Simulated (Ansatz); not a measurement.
# Energy profile

The step: BClF₂ ([F][B]([F])[Cl]) + SiH₄ → SiH₃Cl ([SiH3][Cl]) + BHF₂ ([F][BH][F]); bonds formed: B1–H6, Cl2–Si5; bonds broken: B1–Cl2, Si5–H6 (atoms numbered as in the saddle structure below).

B1  (-1.279, 0.058, -0.482)
Cl2  (0.183, 0.243, -1.750)
F3  (-1.902, -1.113, -0.644)
F4  (-2.013, 1.176, -0.445)
Si5  (1.103, -0.032, 0.470)
H6  (-0.584, 0.009, 0.634)
H7  (2.287, 0.658, -0.094)
H8  (1.000, 0.502, 1.857)
H9  (1.205, -1.501, 0.454)
(Å)

Electronic energies by CCSD(T) at an estimated basis limit (MP2 extrapolated from triple and quadruple zeta, plus CCSD(T) − MP2 in triple zeta), on PBE0-D4/def2-TZVP structures; BSiH4ClF2, singlet; no counterpoise correction. Ansatz 0.2.0; basis: def2-TZVPP and def2-QZVPP; cores frozen in the correlated methods. Extrapolation: Hartree–Fock as exp(−7.88 √X), correlation as X^−2.97.

Give the profile in eV, counted from the separated reactants. (To be estimated.)

The calculation gives:
| point | eV |
| --- | --- |
| separated: BClF2 (linked as [F][B]([F])[Cl]; B1, Cl2, F3, F4; singlet) + SiH4 (Si5, H6, H7, H8, H9; singlet) | 0.000 |
| start structure | -0.066 |
| saddle | 1.151 |
| end structure | -0.330 |
| separated: BHF2 (linked as [F][BH][F]; B1, F3, F4, H6; singlet) + SiH3Cl (linked as [SiH3][Cl]; Cl2, Si5, H7, H8, H9; singlet) | -0.226 |

T1 diagnostic: at most 0.014.

Ligand swaps between two centres remove the fluorinated layer in thermal atomic layer etching, and scramble precursors in the gas phase.

For scale, one of the runs: CCSD(T)/def2-TZVPP, 233 basis functions, launched by `ansatz run in.yaml --threads 4 --pin off --events-out ev --progress --plain --max-ram 9574MiB`. The run took 2.2 min on 4 CPU threads of an Intel Xeon (shared host), with 4.1 GiB of host memory at its peak.
